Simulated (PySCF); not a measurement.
Spectra and structures to be paired. Level of theory: TDDFT wB97X-D/def2-SVPD, vertical, gas phase, core orbitals frozen in the response in PySCF. Geometries: GFN2-xTB; one conformer of each isolated species. Triplets are in the Tamm–Dancoff approximation.

A. `CC(C)PCP`
B. `CC1=CC[SiH2]1`
C. `O=C(F)c1cccs1`
D. `OC[C@H](F)C(F)F`
E. `P#CN1CCCC1`

Lowest singlet levels (six at most, fewer where fewer were computed) with oscillator strengths:

1. 248 nm (f 0.183); 233 nm (f 0.153); 227 nm (f 0.000); 186 nm (f 0.000); 184 nm (f 0.001); 175 nm (f 0.002); T1 3.35 eV
2. 161 nm (f 0.013); 138 nm (f 0.016); 136 nm (f 0.007); 134 nm (f 0.034); 132 nm (f 0.007); 129 nm (f 0.030); T1 7.41 eV
3. 195 nm (f 0.030); 194 nm (f 0.040); 186 nm (f 0.118); 173 nm (f 0.132); 171 nm (f 0.057); 166 nm (f 0.105); T1 5.51 eV
4. 391 nm (f 0.000); 267 nm (f 0.022); 223 nm (f 0.001); 221 nm (f 0.036); 182 nm (f 0.479); 175 nm (f 0.100); T1 2.85 eV
5. 192 nm (f 0.003); 185 nm (f 0.001); 184 nm (f 0.122); 175 nm (f 0.000); 175 nm (f 0.001); 168 nm (f 0.025); T1 4.40 eV

Question: Which spectrum belongs to which structure?

Answer: 1 = C, 2 = D, 3 = A, 4 = E, 5 = B.
- A: S1 at 6.35 eV, HOMO→LUMO (62%), HOMO-1→LUMO (27%); Löwdin shares by element: HOMO phosphorus 62%, carbon 23% or more (atoms not listed hold the other 15%); LUMO phosphorus 40%, carbon 16% or more, hydrogen 8% or more (atoms not listed hold the other 37%); HOMO -8.82 and LUMO 1.81 eV.
- B: S1 at 6.46 eV, HOMO→LUMO (82%), HOMO-1→LUMO+1 (14%); Löwdin shares by element: HOMO carbon 80% (atoms not listed hold the other 20%); LUMO silicon 36%, hydrogen 23% or more, carbon 12% or more (atoms not listed hold the other 29%); HOMO -8.95 and LUMO 1.90 eV; point group Cs, 1 of its 6 listed states under f = 0.0005.
- C: S1 at 5.00 eV, HOMO→LUMO (80%), HOMO-1→LUMO (16%); Löwdin shares by element: HOMO carbon 77% or more (atoms not listed hold the other 23%); LUMO carbon 46% or more, sulfur 15% (atoms not listed hold the other 39%); HOMO -9.60 and LUMO -0.59 eV; point group Cs, 2 of its 6 listed states under f = 0.0005.
- D: S1 at 7.71 eV, HOMO→LUMO (88%); Löwdin shares by element: HOMO oxygen 58%, carbon 23% or more, hydrogen 6% or more; LUMO oxygen 27%, hydrogen 16% or more, fluorine 14% or more, carbon 13% or more (atoms not listed hold the other 29%); HOMO -10.41 and LUMO 2.17 eV.
- E: S1 at 3.17 eV, HOMO→LUMO (98%); Löwdin shares by element: HOMO phosphorus 44%, carbon 25% or more, nitrogen 22%; LUMO phosphorus 54%, carbon 32% or more, nitrogen 6%; HOMO -7.45 and LUMO 1.03 eV; point group Cs, 1 of its 6 listed states under f = 0.0005.
A and B have S1 within 0.12 eV of each other; their strongest listed levels stand at 7.18 eV (f 0.132) and 6.73 eV (f 0.122).
